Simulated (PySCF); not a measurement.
SnCl3, SMILES [Sn-]([Cl])([Cl])[Cl], charge -1. The structure is a stationary point at PBE-D3(BJ)/def2-SVPD. The isomer is the one that the SMILES or the coordinates give; other isomers of the formula were not compared. The def2 effective core potentials stand for the cores of Sn; spin–orbit coupling is left out.

Computed with PBE-D3(BJ)/def2-SVPD (PySCF).

Harmonic wavenumbers (cm⁻¹): 81, 81, 99, 255, 255, 279. Rotational constants (GHz): 1.453, 1.453, 0.9589; symmetry number 3.

Task: Work out the zero-point energy and the ideal-gas rigid-rotor harmonic-oscillator thermochemistry at 298.15 K and 1 atm.

Result: ZPE = ½ Σ hcν = ½ × 1050 cm⁻¹ = 1.50 kcal/mol. H − E(el) = 6.18 kcal/mol. Entropy in cal/(mol K): translation 42.14, rotation 27.27, vibration 16.12, total 85.53. G − E(el) = -19.32 kcal/mol. Cp = 19.05 cal/(mol K). Modes under 150 cm⁻¹ make the vibrational entropy uncertain.
